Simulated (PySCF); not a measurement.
# C3H7FOSi: core ionisation energies

Compound: C3H7FOSi.
Cartesian coordinates in Å at the GFN2-xTB level; atoms count from 1:
```
atom  x, y, z in Å
C1     1.811    0.289    1.073
Si2    0.608   -0.499   -0.149
O3     0.130    0.501   -1.386
C4    -1.278    0.444   -1.145
C5    -1.290   -0.338    0.167
F6    -2.051   -1.488    0.098
H7     1.441    1.231    1.468
H8     2.007   -0.375    1.907
H9     2.758    0.486    0.580
H10    0.977   -1.832   -0.616
H11   -1.769   -0.104   -1.950
H12   -1.678    1.456   -1.086
H13   -1.669    0.228    1.020
```

Level of theory: delta-SCF UKS SCAN, pcX-2 on the ionised atom, pcseg-1 elsewhere, spin-free X2C in PySCF. Binding energies are ΔSCF values: E(core-ionised, relaxed orbitals) − E(ground state) at a fixed geometry, referred to the vacuum level.

Task: List the computed XPS lines with their assignment.

Result: 
```tsv
atom(s)	bonded to	level	binding energy (eV)	2p1/2 (eV)	above the level's lowest (eV)	count
Si2	O, 2 C and H	Si 1s	1847.08	–	0.00	1
F6	C	F 1s	692.14	–	0.00	1
O3	C and Si	O 1s	537.66	–	0.00	1
C4	O, C and 2 H	C 1s	292.27	–	+1.74	1
C5	F, C, H and Si	C 1s	292.21	–	+1.68	1
C1	3 H and Si	C 1s	290.53	–	0.00	1
Si2	O, 2 C and H	Si 2p3/2	107.23	107.86	0.00	1
```

Lowest listed C 1s: C1, bonded to 3 H and Si. Highest, 1.74 eV above it: C4, bonded to O, C and 2 H. The widest gap between neighbouring values is 1.68 eV, between 290.53 and 292.21 eV. Summing the Pauling electronegativity differences to the bonded atoms, each weighted by its formal bond order, gives -1.70 for the lowest site and +0.19 for the highest; the largest sum, +0.43, belongs to C5, 0.06 eV below the top.

Task: Which effective nuclear charge Zeff reproduces each element's mean 1s value in the hydrogen-like formula E = 13.606 eV × Zeff²?

Result: C (Z = 6): mean 291.7 eV, Zeff = 4.63, Z − Zeff = 1.37; O (Z = 8): mean 537.7 eV, Zeff = 6.29, Z − Zeff = 1.71; F (Z = 9): mean 692.1 eV, Zeff = 7.13, Z − Zeff = 1.87; Si (Z = 14): mean 1847.1 eV, Zeff = 11.65, Z − Zeff = 2.35. Means run over the listed sites, weighted by atom count.

Task: Give the binding energy of C 1s of C4 in hartree and in kJ/mol.

Result: 292.27 eV = 10.7407 Eh = 28200 kJ/mol.

For 2p shells one spin-free hole was relaxed; a mean-field spin–orbit operator and the ground-state splitting of the three 2p orbitals were then diagonalised within the shell. The shell's mean is (2 × 2p3/2 + 2p1/2)/3, and the degeneracies 2j + 1 give areas of 2:1. 2p1/2 minus 2p3/2 (ligand field included): Si 0.63 eV. Isolated species at its GFN2-xTB geometry, gas phase.
